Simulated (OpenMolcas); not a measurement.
**Cr3+: effect of the active space**

- Program: OpenMolcas
- Method: SS-CASPT2 or its RAS form, IPEA 0.25 Eh, imaginary shift 0.1 Eh
- Basis: ANO-R2
- Scalar Hamiltonian: X2C, finite nucleus
- Spin-orbit coupling: RASSI with atomic mean-field integrals over the reference wave functions, term energies averaged over their components

A. 3 electrons in 5 orbitals (3d); 2S+1 = 4 even, 10 roots; 2S+1 = 2 even, 40 roots; closed shells correlated: 3s 3p; CASPT2 step roughly 11 core-seconds
B. 9 electrons in 8 orbitals (RAS1 3p, at most 2 holes; RAS2 3d); 2S+1 = 4 even, 10 roots; 2S+1 = 2 even, 40 roots; closed shells correlated: 3s; CASPT2 step roughly 50 core-seconds
C. 3 electrons in 10 orbitals (3d 4d); 2S+1 = 4 even, 10 roots; 2S+1 = 2 even, 40 roots; closed shells correlated: 3s 3p; CASPT2 step about 7 core-minutes

Energies in cm⁻¹ above 3d³ ⁴F_3/2, the measured ground level; measured values from Sugar and Corliss, J. Phys. Chem. Ref. Data 6, 317 (1977).

```json
{"Level": "3d³ ⁴F_3/2", "A": "0.0", "B": "0.0", "C": "0.0", "Measured": "0.0"}
{"Level": "3d³ ⁴F_5/2", "A": "250", "B": "261", "C": "251", "Measured": "236"}
{"Level": "3d³ ⁴F_7/2", "A": "590", "B": "616", "C": "593", "Measured": "556"}
{"Level": "3d³ ⁴F_9/2", "A": "1013", "B": "1058", "C": "1020", "Measured": "946"}
{"Level": "3d³ ⁴P_1/2", "A": "14670", "B": "14780", "C": "14680", "Measured": "14059"}
{"Level": "3d³ ⁴P_3/2", "A": "14780", "B": "14890", "C": "14790", "Measured": "14177"}
{"Level": "3d³ ⁴P_5/2", "A": "15060", "B": "15200", "C": "15090", "Measured": "14471"}
{"Level": "3d³ ²G_7/2", "A": "15440", "B": "15800", "C": "15750", "Measured": "15052"}
{"Level": "3d³ ²G_9/2", "A": "15800", "B": "16180", "C": "16130", "Measured": "15402"}
{"Level": "3d³ ²D_5/2(1)", "A": "21260", "B": "21720", "C": "21610", "Measured": "20664"}
{"Level": "3d³ ²P_1/2", "A": "21440", "B": "20340", "C": "20360", "Measured": "19519"}
{"Level": "3d³ ²H_9/2", "A": "21730", "B": "22150", "C": "22280", "Measured": "21066"}
{"Level": "3d³ ²H_11/2", "A": "22000", "B": "22430", "C": "22580", "Measured": "21321"}
{"Level": "3d³ ²F_7/2", "A": "35740", "B": "35950", "C": "35950", "Measured": "34363"}
{"Level": "3d³ ²F_5/2", "A": "35890", "B": "36110", "C": "36100", "Measured": "34556"}
{"Level": "3d³ ²D_5/2(2)", "A": "55440", "B": "54960", "C": "55600", "Measured": "52975"}
{"Level": "3d³ ²D_3/2(2)", "A": "55620", "B": "55180", "C": "55760", "Measured": "53142"}
```

Deviations, from unrounded energies. A percentage is the sum of absolute deviations over the sum of measured energies, with the sign that they share, or ± where signs differ.

| Against measurement | Levels | A | B | C |
| --- | --- | --- | --- | --- |
| mean absolute deviation (cm-1) | 16 | 890 | 940 | 1000 |
| fine structure of the ground term (%) | 3 | +6.7 | +11.4 | +7.3 |
| other terms of the ground configuration (%) | 13 | +4.3 | +4.5 | +4.8 |

A lies closest to measurement on these levels and C furthest from it. The largest miss of A in the table is 3d³ ²D_3/2(2), by +2500 cm-1. The ranking rests on the paired levels alone, and a cruder setting can come out closer through cancelling errors.

The two smallest mean deviations differ by little beside CASPT2's spread within terms, so their order carries little weight.

Among A to C the level of the table that moves most is 3d³ ²P_1/2, by 1100 cm-1 (lowest in B, highest in A). Moves below CASPT2's spread within the term are not significant.

Term energies are means over components that CASPT2 splits; among the terms shown or strongly mixed into the levels shown the widest spread is 780 cm-1 (3d³ ⁴F, C). The CASPT2 spread within a term exceeds the gap to the next term for 3d³ ²P and 3d³ ²H, so the order of their levels is uncertain (holds for A). Active for correlation alone: 3p; no level in the range computed is led by a configuration that opens it, so any true level of that kind is missing (holds for B). Active for correlation alone: 4d; no level in the range computed is led by a configuration that fills it, so any true level of that kind is missing (holds for C). Computed and measured levels are paired by configuration, term and J; levels that our copy of the source lacks, or whose pairing is in doubt (as where it misses far off the trend of its configuration), stay unpaired and out of the deviations. Levels of configurations outside the active space are missing. The table leaves out levels that lie high or whose names do not pair safely across all columns.

A number in round brackets counts repeated terms of one configuration in the order of the reference energies.
